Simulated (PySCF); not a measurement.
isobutane (C4H10), singlet, at a GFN2-xTB geometry; CCSD(T)/STO-3G run with PySCF.

PySCF was given this input:
```python
from pyscf import gto, scf, cc

mol = gto.Mole()
mol.atom = '''
    C    -0.00195152   -0.00061004    0.38481069
    H    -0.00751045   -0.00234774    1.48094753
    C    -0.00123091    1.44790471   -0.09715431
    H     0.00424357    1.48409224   -1.18472901
    H    -0.88573890    1.97154531    0.25886234
    H     0.87836999    1.97364557    0.26781215
    C     1.25514309   -0.72222321   -0.09422305
    H     1.29052529   -0.73769513   -1.18172798
    H     2.14862954   -0.22046678    0.27077580
    H     1.26840623   -1.74929777    0.26388821
    C    -1.25239927   -0.72520857   -0.10694449
    H    -1.27670860   -0.74075155   -1.19475225
    H    -1.26684969   -1.75231611    0.25102616
    H    -2.15073527   -0.22558539    0.24896396
'''
mol.basis = 'sto-3g'
mol.verbose = 4
mol.build()

mf = scf.RHF(mol)
mf.kernel()

mycc = cc.CCSD(mf, frozen=4)
mycc.kernel()
et = mycc.ccsd_t()
print('E(CCSD(T)) = %.10f' % (mycc.e_tot + et))
```

The log (banner, timings and long lists left out):

```
PySCF version 2.14.0

[INPUT] verbose = 4
[INPUT] num. atoms = 14
[INPUT] num. electrons = 34
[INPUT] charge = 0
[INPUT] spin (= nelec alpha-beta = 2S) = 0
[INPUT] symmetry False subgroup None
[INPUT] Mole.unit = angstrom
[INPUT] Symbol           X                Y                Z      unit          X                Y                Z       unit  Magmom
[INPUT]  1 C     -0.001951520000  -0.000610040000   0.384810690000 AA   -0.003687838327  -0.001152808525   0.727186813905 Bohr   0.0
[INPUT]  2 H     -0.007510450000  -0.002347740000   1.480947530000 AA   -0.014192693572  -0.004436585612   2.798585236551 Bohr   0.0
[INPUT]  3 C     -0.001230910000   1.447904710000  -0.097154310000 AA   -0.002326082784   2.736143356368  -0.183595037721 Bohr   0.0
[INPUT]  4 H      0.004243570000   1.484092240000  -1.184729010000 AA    0.008019185090   2.804527877192  -2.238813360727 Bohr   0.0
[INPUT]  5 H     -0.885738900000   1.971545310000   0.258862340000 AA   -1.673803938874   3.725680678071   0.489178926564 Bohr   0.0
[INPUT]  6 H      0.878369990000   1.973645570000   0.267812150000 AA    1.659878717137   3.729649594261   0.506091616331 Bohr   0.0
[INPUT]  7 C      1.255143090000  -0.722223210000  -0.094223050000 AA    2.371876687240  -1.364804067704  -0.178055759121 Bohr   0.0
[INPUT]  8 H      1.290525290000  -0.737695130000  -1.181727980000 AA    2.438739354925  -1.394041759125  -2.233142235935 Bohr   0.0
[INPUT]  9 H      2.148629540000  -0.220466780000   0.270775800000 AA    4.060321373750  -0.416621833765   0.511692103160 Bohr   0.0
[INPUT] 10 H      1.268406230000  -1.749297770000   0.263888210000 AA    2.396940389392  -3.305693695612   0.498676444402 Bohr   0.0
[INPUT] 11 C     -1.252399270000  -0.725208570000  -0.106944490000 AA   -2.366691618905  -1.370445580487  -0.202095796631 Bohr   0.0
[INPUT] 12 H     -1.276708600000  -0.740751550000  -1.194752250000 AA   -2.412629594877  -1.399817555847  -2.257754539208 Bohr   0.0
[INPUT] 13 H     -1.266849690000  -1.752316110000   0.251026160000 AA   -2.393998955090  -3.311397531563   0.474370692501 Bohr   0.0
[INPUT] 14 H     -2.150735270000  -0.225585390000   0.248963960000 AA   -4.064300626742  -0.426294604803   0.470473699287 Bohr   0.0

nuclear repulsion = 135.217549493312
number of shells = 22
number of NR pGTOs = 90
number of NR cGTOs = 30
basis = sto-3g
ecp = {}

******** <class 'pyscf.scf.hf.RHF'> ********
method = RHF
initial guess = minao
damping factor = 0
level_shift factor = 0
DIIS = <class 'pyscf.scf.diis.CDIIS'>
diis_start_cycle = 1
diis_space = 8
diis_damp = 0
SCF conv_tol = 1e-09
SCF conv_tol_grad = None
SCF max_cycles = 50
direct_scf = True
direct_scf_tol = 1e-13
Set gradient conv threshold to 3.16228e-05
Initial guess from minao.
init E= -155.940849315593
  HOMO = -0.311185018959465  LUMO = 0.484680078854598  gap/eV = 21.65659
cycle= 1 E= -155.448061967722  delta_E= 0.493  |g|= 0.202  |ddm|= 4.07
  HOMO = -0.415655625970215  LUMO = 0.604186950666586  gap/eV = 27.75133
cycle= 2 E= -155.464798279426  delta_E= -0.0167  |g|= 0.0485  |ddm|= 0.361
  HOMO = -0.424067759061875  LUMO = 0.602274638322375  gap/eV = 27.92820
cycle= 3 E= -155.465851001356  delta_E= -0.00105  |g|= 0.00464  |ddm|= 0.107
  HOMO = -0.422294263117117  LUMO = 0.603485085039347  gap/eV = 27.91288
cycle= 4 E= -155.465857596887  delta_E= -6.6e-06  |g|= 0.000444  |ddm|= 0.00677
  HOMO = -0.422203982232877  LUMO = 0.603503817120364  gap/eV = 27.91093
cycle= 5 E= -155.465857680686  delta_E= -8.38e-08  |g|= 5.85e-05  |ddm|= 0.000804
  HOMO = -0.422242708049051  LUMO = 0.603472195098796  gap/eV = 27.91112
cycle= 6 E= -155.46585768192  delta_E= -1.23e-09  |g|= 8.19e-06  |ddm|= 8.15e-05
  HOMO = -0.42224022726187  LUMO = 0.603474476684346  gap/eV = 27.91112
cycle= 7 E= -155.465857681952  delta_E= -3.21e-11  |g|= 8.53e-07  |ddm|= 1.67e-05
  HOMO = -0.422240211392923  LUMO = 0.603474432428443  gap/eV = 27.91112
Extra cycle  E= -155.465857681952  delta_E= 1.14e-13  |g|= 2.4e-07  |ddm|= 1.32e-06
converged SCF energy = -155.465857681952

******** <class 'pyscf.cc.ccsd.CCSD'> ********
CC2 = 0
CCSD nocc = 13, nmo = 26
frozen orbitals 4
max_cycle = 50
direct = 0
conv_tol = 1e-07
conv_tol_normt = 1e-05
diis_space = 6
diis_start_cycle = 0
diis_start_energy_diff = 1e+09
Init t2, MP2 energy = -155.673615774203  E_corr(MP2) -0.207758092251052
Init E_corr(CCSD) = -0.207758092251075
cycle = 1  E_corr(CCSD) = -0.255215613716483  dE = -0.0474575215  norm(t1,t2) = 0.0557248
cycle = 2  E_corr(CCSD) = -0.269585984527269  dE = -0.0143703708  norm(t1,t2) = 0.0199471
cycle = 3  E_corr(CCSD) = -0.277946428722205  dE = -0.00836044419  norm(t1,t2) = 0.00805905
cycle = 4  E_corr(CCSD) = -0.278201368968272  dE = -0.000254940246  norm(t1,t2) = 0.00108036
cycle = 5  E_corr(CCSD) = -0.278181242204917  dE = 2.01267634e-05  norm(t1,t2) = 0.00019324
cycle = 6  E_corr(CCSD) = -0.278183362957976  dE = -2.12075306e-06  norm(t1,t2) = 4.32265e-05
cycle = 7  E_corr(CCSD) = -0.278183312428102  dE = 5.05298744e-08  norm(t1,t2) = 1.28471e-05
cycle = 8  E_corr(CCSD) = -0.278183286317586  dE = 2.61105159e-08  norm(t1,t2) = 3.89949e-06
CCSD converged
E(CCSD) = -155.7440409682696  E_corr = -0.278183286317586
CCSD(T) correction = -0.00141100659474137
E(CCSD(T)) = -155.7454519749
```
